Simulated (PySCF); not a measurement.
AsH₅Si. Atoms are numbered in the order given.

```xyz
7

Si    -1.5768     0.0049     0.0000
As     0.8061    -0.0618     0.0000
H     -2.0636    -0.7186     1.2149
H     -2.0636    -0.7186    -1.2149
H     -2.1411     1.3892     0.0000
H      0.8721     1.0098     1.0994
H      0.8721     1.0098    -1.0994
```
Charge 0, spin multiplicity 1.

Geometry optimised at PBE-D3(BJ)/def2-TZVP.

All values below come from PySCF with PBE0/pcSseg-2.

GIAO shieldings, no solvent; atoms alike by connectivity are averaged. δ = σ(ref) − σ: ²⁹Si against TMS (σ = 341.9 ppm); ⁷⁵As against AsH3 (σ = 1914.7 ppm); ¹H against TMS (σ = 31.54 ppm), references at their B3LYP-D3(BJ)/def2-TZVP geometries, non-relativistic.

| atoms | nucleus | count | δ (ppm) |
|---|---|---|---|
| Si1 | ²⁹Si | 1 | … |
| As2 | ⁷⁵As | 1 | … |
| H3, H4, H5 | ¹H | 3 | 4.44 |
| H6, H7 | ¹H | 2 | 2.44 |

### Question
Fill in the missing entries. (Estimate from the structure and the level; the computed values follow.)

### Answer

- Si1, δ (ppm): -78.2
- As2, δ (ppm): -50.5
